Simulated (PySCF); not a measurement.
## Assignment exercise: C$_{6}$H$_{11}$FO$_{2}$Si

Atoms are numbered as in `[CH3:1][C:2](=[O:3])[O:4][Si@@H:5]([F:6])[CH:7]1[CH2:8][CH2:9][CH2:10]1`; H(Xn) means a hydrogen on atom n. Ha(C8), Ha(C9), Ha(C10) are cis to Si5 on the ring; Hb(C8), Hb(C9), Hb(C10) are trans to Si5 on the ring.

- PBE0-D3(BJ)/def2-SVP structure
- shieldings: GIAO B3LYP/pcSseg-1
- program: PySCF
- one averaged value for each set of equivalent atoms, no solvent, a single conformation, no relativistic terms

Referencing at the same level of theory: ¹³C (σ = 179.24 ppm) and ¹H (σ = 31.38 ppm) vs TMS.

(1) Assign these signals to the numbered atoms. ¹³C{¹H} NMR (computed): δ 180.2 (C), 26.4 (CH2), 23.9 (CH2), 23.8 (CH), 23.4 (CH2), 22.5 (CH3).

(2) Assign these signals to the numbered atoms. ¹H NMR (400 MHz, computed): δ 5.06 (m, 1H), 2.25 (m, 1H), 2.23 (m, 1H), 2.21 (m, 1H), 2.19 (m, 1H), 2.04 (s, 3H), 1.88 (m, 1H), 1.76 (m, 1H), 1.75 (m, 1H).

Answers

(1) 
```tsv
δ (ppm)	atoms	environment	reason
180.2	C2	carbonyl carbon	–
26.4	C9	sp3 CH2 in a ring	saturated and bonded to C and H only
23.9	C10	sp3 CH2 in a ring	–
23.8	C7	sp3 CH bonded to Si	–
23.4	C8	sp3 CH2 in a ring	aliphatic region, no heteroatom directly attached
22.5	C1	methyl carbon α to a carbonyl	the adjacent C=O deshields it moderately
```

C10 and C7; C7 and C8; C8 and C1 lie closer than the usual error of such a calculation, so a measured spectrum could show them in the other order.

(2) 
| δ (ppm) | atoms | environment | reason |
| --- | --- | --- | --- |
| 5.06 | H(Si5) | hydrogen on a silicon bonded to C, F, O | – |
| 2.25 | Hb(C9) | hydrogen on an sp3 CH2 in a ring | – |
| 2.23 | Ha(C8) | hydrogen on an sp3 CH2 in a ring | – |
| 2.21 | H(C7) | hydrogen on an sp3 CH bonded to Si | – |
| 2.19 | Ha(C10) | hydrogen on an sp3 CH2 in a ring | – |
| 2.04 | H(C1) | hydrogen on a methyl carbon α to a carbonyl | α to C=O |
| 1.88 | Ha(C9) | hydrogen on an sp3 CH2 in a ring | far from electronegative atoms and π systems |
| 1.76 | Hb(C8) | hydrogen on an sp3 CH2 in a ring | – |
| 1.75 | Hb(C10) | hydrogen on an sp3 CH2 in a ring | – |

Hb(C9) and Ha(C8); Ha(C8) and H(C7); H(C7) and Ha(C10); Hb(C8) and Hb(C10) lie closer than the usual error of such a calculation, so a measured spectrum could show them in the other order.

Splittings by ¹⁹F in the carbon and heteronuclear signals aren't shown, as no couplings were computed. Shifts are as computed. Against solution values, carbons near 30 ppm lie about +2 ppm off and those near 130 ppm about +6 ppm. Of 1211 compounds with measured shifts, 218 miss one by over three times the rms of a fit or turn the order of signals round; such compounds aren't used in these exercises. Multiplicities follow the n + 1 count of equivalent neighbours, as no J values were calculated; m marks all less simple cases, F and P coupling included.
